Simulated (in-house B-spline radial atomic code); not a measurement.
A fraction x of an electron is removed from 3d in Sb⁵⁺, starting from [Kr] 4d10 and keeping the highest spin. Method: scalar-relativistic (X2C) TPSSh, spin-polarised, spherical fractional occupations, Fermi nucleus of rms radius 4.6802 fm. Calculated with a radial B-spline atomic code at the basis-set limit.

Caution: exact exchange at fractional occupations of open shells leaves self-interaction of up to several eV.

```tsv
x	E(x) - E(0) (eV)	3d down level (eV)
0	0.0000	-577.142
0.16	92.9403	-584.621
0.31	181.1623	-591.680
0.38	222.6957	-594.990
0.5	294.4362	-600.689
0.61	?	?
0.66	?	?
0.82	489.1050	-616.026
0.91	544.7430	-620.376
1	600.7732	-624.742
```

(1) What belongs in the row x = 0.61?

(2) What belongs in the row x = 0.66?

(3) Check Janak's theorem between x = 0.16 and 0.31.

## Answers

(1) An energy change of 360.8004 eV; 3d down at -605.938 eV.

(2) An energy change of 391.1571 eV; 3d down at -608.332 eV.

(3) The slope of the energy is 588.15 eV; the orbital levels give 588.15 eV (-ε of the emptying orbital, averaged over the two points).
